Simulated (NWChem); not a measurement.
System: CuH2OCl; SMILES [OH2]->[Cu][Cl]

Results from NWChem. The geometry was optimised at PBE0/def2-SVP. Ions are spin-unrestricted doublets at the neutral geometry; other ion states weren't tried.

**Question.** Estimate the computed values for CAM-B3LYP/def2-SVP. Quantities: vertical ionisation energy, ΔSCF (eV); −ε(HOMO) (eV).

**Answer.** 
```json
{
  "vertical ionisation energy, ΔSCF (eV)": "8.84",
  "−ε(HOMO) (eV)": "7.45"
}
```
